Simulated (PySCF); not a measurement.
Molecule: Sn(All)(H)3, SMILES C=C[CH2][SnH3] (C3H8Sn). Atoms near the plane z = 0.0 Å, at the B3LYP/def2-SVP optimised geometry (x, y, z in Å): Sn1 (0.1, -1.6, 0.0), C2 (-0.7, 0.5, 0.0), C3 (-0.1, 1.3, -1.1), H7 (1.8, -1.6, 0.0), H8 (-1.8, 0.4, -0.1), H9 (-0.4, 0.9, 1.0), H10 (1.0, 1.6, -0.9).

Calculation: B3LYP/def2-TZVP, def2 effective core potentials past Kr in PySCF. The core electrons that the potentials of Sn replace are not part of the density. Cells within 0.4 Å of a nucleus heavier than hydrogen are left out (blank, or x). The values are rescaled to run from 0 to 1.

```
|5555555555555555555555555555555|
|5555555555555666666555555555555|
|5555555555566666666665555555555|
|5555555555666666666666555555555|
|5555555556666677666666555555555|
|5555555566667777776666655555555|
|5555555666677788777666655555555|
|5555556666778888877666655555555|
|5555556666778998877666655555555|
|5555556666788998876666555555555|
|5555556666788988766665555555555|
|5555556666678876655555555555555|
|555555555557xx54455555555555555|
|55555555544xxx12345555555555555|
|555555554432xx02345555555555555|
|5556665554320013455555555555555|
|5566666655443345666666555555555|
|5566666666666677777766555555555|
|5566666667788888988766555555555|
|5666666677899976788766555555555|
|556666677889971xx57765444445555|
|55666667788996xxx46654344445555|
|556666667788873xx66554344444555|
|5556666667777778865544444444555|
|5555666666666666655444444444555|
|5555555555555555544444444444555|
|5555555555555444444444444444555|
|5555555555544444444444444444555|
|5555555555444444333444444445555|
|5555555554444444334444444445555|
|5555555554444444444444444455555|
```
Scale: ten equal steps from 0.000 (start of '0') to 1.00 (end of '9'), in the order '0123456789'; x runs from -4.00 to 4.00, y from -4.00 (bottom) to 4.00 (top).

Q: Which quantity is mapped?
A. log10 of the electron density
B. an orbital amplitude
C. electrostatic potential
D. Laplacian of the electron density

A: B, an orbital amplitude. In full: LUMO amplitude (bohr^(-3/2)).
